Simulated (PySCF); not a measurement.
Two species compared at the same levels of theory.

First species: C2H8OSi3.
SMILES: `[SiH3]C#C[SiH2]O[SiH3]`

Second species: C₄H₉NSSi₂.
Atom-mapped SMILES: `[SiH3:1][N:2]([SiH3:3])[c:4]1[cH:5][cH:6][s:7][cH:8]1` (hydrogens: H9, H10, H11 on Si1; H12, H13, H14 on Si3; H15 on C5; H16 on C6; H17 on C8)

Levels: CAM-B3LYP/def2-SVPD for dipole moment, HOMO energy, LUMO energy, HOMO–LUMO gap, static isotropic polarisability and electronic spatial extent ⟨r²⟩ about the centre of nuclear charge; TDDFT CAM-B3LYP/def2-SVPD for lowest singlet excitation; TDA CAM-B3LYP/def2-SVPD for lowest triplet excitation (Tamm–Dancoff); ΔSCF CAM-B3LYP/def2-SVPD for vertical ionisation energy; PBE0-D3(BJ)/def2-SVP for rotational constant A and rotational constant C. Geometries: PBE0-D3(BJ)/def2-SVP. Each species is one conformer at its optimised geometry, gas phase, non-relativistic unless stated; the electronic structure was computed with PySCF and density fitting.

The conformers computed, where there is a choice (atom-mapped SMILES and torsion angles):
- `[SiH3:1][C:2]#[C:3][SiH2:4][O:5][SiH3:6]`: C3–Si4–O5–Si6 22°
- `[SiH3:1][N:2]([SiH3:3])[c:4]1[cH:5][cH:6][s:7][cH:8]1`: Si1–N2–C4–C5 -155°

Problem. Which of the two has the higher static isotropic polarisability, and by how much?

Solution. The second: 124.2 au against 106.7 au, a difference of 17.5 au.

Problem. Which of the two has the higher HOMO–LUMO gap, and by how much?

Solution. The first: 9.51 eV against 7.91 eV, a difference of 1.60 eV.

Problem. Which of the two has the higher rotational constant A, and by how much?

Solution. The first: 3.127 GHz against 2.149 GHz, a difference of 0.978 GHz.

Problem. Which of the two has the higher vertical ionisation energy, and by how much?

Solution. The first: 10.23 eV against 7.95 eV, a difference of 2.28 eV.

Problem. Which of the two has the higher T1 energy, and by how much?

Solution. The first: 4.51 eV against 3.56 eV, a difference of 0.95 eV.

Problem. Which has the higher LUMO energy?

Solution. The second: 0.49 eV against 0.01 eV, a difference of 0.48 eV.

Problem. Which of the two has the higher rotational constant C, and by how much?

Solution. The second: 0.600 GHz against 0.579 GHz, a difference of 0.021 GHz.

Problem. Which of the two has the higher S1 energy, and by how much?

Solution. The first: 5.39 eV against 5.05 eV, a difference of 0.34 eV.

On the first: The 10 singlets span 5.39 to 8.05 eV, and their oscillator strengths add up to 1.28. The principal polarisabilities are 86.4, 96.6 and 137.2 au; their mean is the isotropic value.

On the second: The ΔSCF ionisation energy exceeds −ε(HOMO) by 0.53 eV with CAM-B3LYP.
